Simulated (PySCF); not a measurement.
Quadrupolar nuclei of `O=C(Cl)c1ccc(Cl)o1` in NMR

C5H2Cl2O2.
Numbering: `[O:1]=[C:2]([Cl:3])[c:4]1[cH:5][cH:6][c:7]([Cl:8])[o:9]1` (hydrogens: H10 on C5; H11 on C6)

Computed at PBE0/pcSseg-1 (PySCF, non-relativistic):

```
atom           environment  nucleus  spin I    Q (b)  CQ = χzz (MHz)      η
  O1       carbonyl oxygen      17O     5/2  -0.0256           9.068  0.265
 Cl3  chlorine bonded to C     35Cl     3/2  -0.0817         -64.978  0.287
 Cl8         aryl chlorine     35Cl     3/2  -0.0817         -79.549  0.085
  O9     furan-type oxygen      17O     5/2  -0.0256          -9.061  0.064
```

Problem. Which field gradients stand behind these couplings (CQ in MHz = 234.96 × Q in b × Vzz in au)?

Solution. Vxx = −Vzz(1 − η)/2 and Vyy = −Vzz(1 + η)/2, in au:

```
atom  Vxx (au)  Vyy (au)  Vzz (au)  Vzz (10²¹ V/m²)
  O1     0.554     0.953    -1.508           -14.65
 Cl3    -1.206    -2.178     3.385            32.89
 Cl8    -1.896    -2.248     4.144            40.27
  O9    -0.705    -0.802     1.506            14.64
```

Problem. At 11.75 T, set νQ = 3|CQ|/[2I(2I − 1)] beside the Larmor frequency (|g| × 7.62259 MHz/T × B; g(17O) = −0.75752, g(35Cl) = 0.54792), and give PQ = |CQ|√(1 + η²/3).

Solution. 
| atom | PQ (MHz) | νQ (MHz) | ν0 (MHz) | νQ/ν0 |
| --- | --- | --- | --- | --- |
| O1 | 9.173 | 1.360 | 67.85 | 0.020 |
| Cl3 | 65.87 | 32.49 | 49.07 | 0.662 |
| Cl8 | 79.64 | 39.77 | 49.07 | 0.810 |
| O9 | 9.067 | 1.359 | 67.85 | 0.020 |

For O1: PQ = 9.068 × 1.0116, νQ = 9.068 × 0.1500, ν0 = 5.7742 MHz/T × 11.75 T.

For Cl3 and Cl8 νQ isn't small against ν0, so the high-field expansions of solid-state NMR fail there at this field.

Problem. For half-integer spins with νQ below a tenth of ν0, find the second-order shift of the centre of gravity of the central transition at 11.75 and 14.1 T.

Solution. δ = −(3/40)(PQ/ν0)² [I(I + 1) − 3/4]/[I²(2I − 1)²], in ppm:

```tsv
site	11.75 T	14.1 T
17O at O1	-110	-76.2
17O at O9	-107	-74.4
```

Problem. Take a correlation time of 20 ps, isotropic tumbling and extreme narrowing. What quadrupolar relaxation rates and linewidths follow?

Solution. Rate = (3π²/10) PQ² τc (2I + 3)/[I²(2I − 1)], the same for T1 and T2; width = rate/π.

```
       site  spin factor (2I + 3)/[I²(2I − 1)]  1/T1 (s⁻¹)  T1 (ms)  linewidth (Hz)
  17O at O1                              0.320        1590    0.627             508
35Cl at Cl3                              1.333      343000  0.00292          109000
35Cl at Cl8                              1.333      501000    0.002          159000
  17O at O9                              0.320        1560    0.642             496
```

Solvent, lattice and vibrations would change these gradients. Isolated species at its GFN2-xTB geometry (one conformer only). GFN2-xTB bond lengths can be off by several hundredths of an ångström, more for odd bonds, and the gradients follow them. With a basis this small, the couplings can be 20 % off.

Shape of the structure used: `[O:1]=[C:2]([Cl:3])[c:4]1[cH:5][cH:6][c:7]([Cl:8])[o:9]1`: O1–C2–C4–C5 0°.
